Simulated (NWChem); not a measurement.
System: C6H14B, doublet; SMILES C[CH]B(CC)CC

```xyz
21

C     -1.8009     2.0530     0.0228
C     -0.4209     1.5029     0.0009
B     -0.0118     0.0114     0.0065
C      1.5127    -0.4128    -0.0189
C      2.5831     0.6704    -0.0508
C     -1.1488    -1.0967     0.0379
C     -0.7356    -2.5633     0.0418
H     -2.5802     1.2780     0.0462
H     -1.9515     2.7144     0.8969
H     -1.9863     2.6965    -0.8579
H      0.3623     2.2737    -0.0221
H      1.6384    -1.1003    -0.8792
H      1.6717    -1.0820     0.8503
H      2.4848     1.3129    -0.9407
H      3.6014     0.2505    -0.0670
H      2.5202     1.3301     0.8297
H     -1.8246    -0.8976    -0.8180
H     -1.7896    -0.8834     0.9171
H     -1.6038    -3.2411     0.0650
H     -0.1107    -2.8083     0.9154
H     -0.1465    -2.8230    -0.8524
```
Atoms are numbered in this order, from 1.

Program: NWChem. Pople sets run with spherical d functions. Spin-unrestricted. All runs use the structure optimised with PBE0/def2-SVP, spin-unrestricted. No frequency run checked for a minimum. No stability test was run on the SCF state. Vzz is the largest principal value of the second derivative of the potential at the nucleus (NWChem prints the opposite sign); η is the asymmetry. Non-relativistic.

| level | Vzz B3 (a.u.) | η B3 |
|---|---|---|
| PBE/6-31G* | 0.422 | 0.06 |
| UHF/6-31G* | 0.509 | 0.05 |
| UHF/def2-SVP | (withheld) | 0.06 |

**Question.** Complete the blanks.

**Answer.** 
- UHF/def2-SVP, Vzz B3 (a.u.): 0.519
